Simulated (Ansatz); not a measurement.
`F[SiH](Cl)[GeH2][Cl]`. Total charge 0; spin multiplicity 1. The structure was optimised at the PBE0-D4/def2-TZVP level. It is one conformer, not always the lowest.

```xyz
8

F    -1.127   -1.816    0.750
Si   -0.254   -0.518    1.044
Cl   -1.358    0.752    2.204
Ge    0.237    0.577   -1.015
Cl    1.568   -0.746   -2.089
H     0.942   -0.933    1.807
H     0.993    1.896   -0.806
H    -1.002    0.788   -1.895
```

Question: What is the dipole moment at B3LYP/def2-TZVPP? (Best estimate.)

Answer: The calculation gave: 1.55 D, with components (-0.01, 1.42, 0.62) D in this frame, pointing from negative to positive charge.

Question: And with PBE, r2SCAN, ωB97M-V? (An estimate is asked.)

Answer: Ansatz gave: PBE 1.46 D, r2SCAN 1.52 D, ωB97M-V 1.56 D.

Question: Give the Mulliken charges with B3LYP, PBE, r2SCAN in def2-TZVPP. (An estimate is asked.)

Answer: Computed: 
| atom | B3LYP | PBE | r2SCAN |
| --- | --- | --- | --- |
| F1 | -0.29 | -0.25 | -0.29 |
| Si2 | 0.61 | 0.52 | 0.61 |
| Cl3 | -0.22 | -0.19 | -0.22 |
| Ge4 | 0.24 | 0.24 | 0.27 |
| Cl5 | -0.31 | -0.29 | -0.32 |
| H6 | -0.06 | -0.06 | -0.07 |
| H7 | 0.02 | 0.02 | 0.01 |
| H8 | 0.02 | 0.02 | 0.02 |

B3LYP here is the variant with VWN-RPA as its local correlation; programs differ in this.
